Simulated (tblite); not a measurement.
Compound: m-cresol, C₇H₈O.
SMILES with atom numbers: `[CH3:1][c:2]1[cH:3][cH:4][cH:5][c:6]([OH:7])[cH:8]1` (hydrogens: H9, H10, H11 on C1; H12 on C3; H13 on C4; H14 on C5; H15 on O7; H16 on C8)

Computed with GFN2-xTB (tblite), gas phase: Langevin dynamics at 600 K from the optimised GFN2-xTB geometry, time step 0.5 fs, friction 0.01 fs⁻¹, 2000 steps. The instantaneous temperature is 2·E(kin)/(3Nk) with all 3N coordinates.

```tsv
t (fs)	T (K)	E(pot) above start (eV)	C1–C2 (Å)	C2–C3 (Å)	C3–C4 (Å)	C4–C5 (Å)	C5–C6 (Å)	C1–H9 (Å)
0	488	0.000	1.499	1.388	1.385	1.381	1.391	1.088
50	483	0.575	1.536	1.386	1.377	1.379	1.395	1.180
100	461	0.788	1.522	1.381	1.395	1.423	1.411	1.005
150	384	0.913	1.517	1.405	1.352	1.441	1.436	1.168
200	500	0.862	1.478	1.419	1.418	1.397	1.374	1.047
250	625	0.830	1.486	1.378	1.396	1.390	1.377	1.161
300	553	1.200	1.430	1.384	1.410	1.362	1.385	1.019
350	514	0.662	1.486	1.384	1.394	1.389	1.373	1.144
400	414	0.806	1.483	1.381	1.379	1.417	1.489	1.075
450	406	0.975	1.460	1.357	1.397	1.390	1.384	1.129
500	676	0.832	1.454	1.417	1.410	1.345	1.380	1.071
550	741	0.816	1.485	1.380	1.382	1.354	1.396	1.129
600	406	0.997	1.474	1.432	1.329	1.401	1.405	1.128
650	367	1.145	1.531	1.403	1.357	1.466	1.386	1.084
700	524	1.157	1.462	1.408	1.389	1.430	1.463	1.115
750	547	1.194	1.580	1.442	1.390	1.384	1.370	1.078
800	455	1.202	1.463	1.416	1.452	1.416	1.379	1.114
850	410	0.991	1.605	1.423	1.403	1.324	1.365	1.052
900	693	1.048	1.533	1.371	1.417	1.363	1.436	1.100
950	857	0.970	1.525	1.412	1.372	1.426	1.414	1.129
1000	518	1.002	1.528	1.375	1.373	1.391	1.366	1.032
```

**Question.** From 500 fs on, how do temperature and potential energy compare with equipartition?

**Answer.** The mean temperature of these 11 frames is 563 K against the target 600 K, and the mean potential energy 1.03 eV against 42 × kT/2 = 1.09 eV for 42 classical harmonic modes. For 16 atoms in a canonical ensemble the temperature itself scatters by T·√(2/(3N)) = 122 K; here its standard deviation is 151 K. The whole run lasts only 10 friction times of 100 fs, so these averages carry a wide statistical error.

**Question.** What are the kinetic and total energies of the listed frame with the highest potential energy?

**Answer.** The one at 800 fs, 1.202 eV above the start. Its kinetic energy is 3NkT/2 = 0.941 eV at 455 K, so the sum is 2.14 eV; over the listed frames the sum runs from 1.01 to 2.74 eV, since the thermostat adds and removes energy.

**Question.** How much do the listed bonds fluctuate from 500 fs on?

**Answer.** 
| bond | at the start (Å) | mean (Å) | standard deviation (Å) |
| --- | --- | --- | --- |
| C1–C2 | 1.499 | 1.513 | 0.048 |
| C2–C3 | 1.388 | 1.407 | 0.022 |
| C3–C4 | 1.385 | 1.389 | 0.031 |
| C4–C5 | 1.381 | 1.391 | 0.040 |
| C5–C6 | 1.391 | 1.396 | 0.030 |
| C1–H9 | 1.088 | 1.094 | 0.031 |

The motion is classical and holds no zero-point motion.

What follows is the cost of the whole dynamics run. On one thread of an Arm Neoverse V2 (shared host), this took 8.6 s wall and 0.19 GiB of memory at its peak.
